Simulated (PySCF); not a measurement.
# `N#[C][Ge@@H]([SiH3])[Si@@H](N)[SiH3]`, CH10GeN2Si3

Cartesian coordinates in Å; atom numbers follow the order of the lines, from 1:
```xyz
17

N    -0.785    0.068   -3.055
C    -0.929    0.240   -1.928
Ge   -1.071    0.414   -0.021
Si   -3.277   -0.257    0.486
Si    1.070   -0.348    0.685
N     1.196   -1.851   -0.164
Si    2.741    1.247    0.354
H    -1.049    1.950    0.016
H    -3.371   -0.547    1.919
H    -4.240    0.798    0.165
H    -3.623   -1.465   -0.264
H     0.964   -0.788    2.088
H     0.993   -1.858   -1.152
H     1.980   -2.456    0.020
H     3.608    1.381    1.530
H     3.621    0.917   -0.773
H     2.165    2.568    0.083
```

Method: PySCF 2.14.0, TDDFT PBE0/def2-SVPD circular dichroism and optical rotation, one conformer, gas phase. Geometry: GFN2-xTB.

The molecule is flexible and this is one conformer; a measurement averages over conformers. The calculation is non-relativistic, which matters for the atoms heavier than Zn.

Question: What are the CIP labels of the stereocentres?

Answer: Ge3 S, Si5 S.

Question: Which excitations and rotatory strengths does the calculation give?

Answer: Rotatory strengths R in 10⁻⁴⁰ esu² cm², velocity form and length form (origin at the centre of mass); f in length form.
| state | E (eV) | λ (nm) | f | R (velocity) | R (length) | main |
| --- | --- | --- | --- | --- | --- | --- |
| 1 | 4.88 | 254 | 0.056 | -41.2 | -41.0 | HOMO→LUMO 0.88, HOMO→LUMO+1 0.10 |
| 2 | 5.22 | 237 | 0.059 | +51.5 | +50.7 | HOMO→LUMO+1 0.88, HOMO→LUMO 0.09 |
| 3 | 6.11 | 203 | 0.039 | +27.9 | +26.6 | HOMO→LUMO+2 0.63, HOMO−1→LUMO 0.29 |
| 4 | 6.23 | 199 | 0.273 | +86.0 | +82.4 | HOMO−1→LUMO 0.46, HOMO→LUMO+2 0.28 |
| 5 | 6.33 | 196 | 0.035 | +3.1 | +3.1 | HOMO−2→LUMO 0.47, HOMO→LUMO+3 0.27 |
| 6 | 6.37 | 195 | 0.034 | -46.2 | -46.2 | HOMO−2→LUMO 0.47, HOMO→LUMO+3 0.29 |
| 7 | 6.39 | 194 | 0.082 | +13.6 | +13.5 | HOMO−1→LUMO+1 0.39, HOMO→LUMO+3 0.38 |
| 8 | 6.46 | 192 | 0.035 | -12.4 | -12.4 | HOMO→LUMO+4 0.93 |
| 9 | 6.62 | 187 | 0.044 | -25.5 | -24.6 | HOMO−2→LUMO+1 0.82 |
| 10 | 6.70 | 185 | 0.157 | -22.3 | -20.1 | HOMO→LUMO+5 0.80 |
| 11 | 6.90 | 180 | 0.013 | -8.9 | -8.6 | HOMO→LUMO+6 0.80 |
| 12 | 7.04 | 176 | 0.014 | +12.7 | +12.5 | HOMO−1→LUMO+2 0.59, HOMO→LUMO+7 0.18 |
| 13 | 7.09 | 175 | 0.036 | -25.5 | -25.1 | HOMO−3→LUMO 0.54, HOMO−2→LUMO+2 0.12 |
| 14 | 7.11 | 174 | 0.070 | -32.5 | -32.8 | HOMO→LUMO+7 0.63, HOMO−3→LUMO 0.11 |
| 15 | 7.19 | 172 | 0.011 | +12.8 | +12.5 | HOMO−4→LUMO 0.40, HOMO−2→LUMO+2 0.33 |
| 16 | 7.30 | 170 | 0.068 | +27.1 | +27.0 | HOMO−4→LUMO 0.23, HOMO−3→LUMO 0.17 |

Among the states computed, the strongest CD band (largest |R|) is state 4. The largest dissymmetry factor in size, g = 4R/(D+G), with D and G the electric and magnetic dipole strengths, is -0.013 for state 6 (velocity form, f = 0.035), among bands with |R| over 0.5. The mirror image has the same energies and oscillator strengths and all R with the opposite sign.
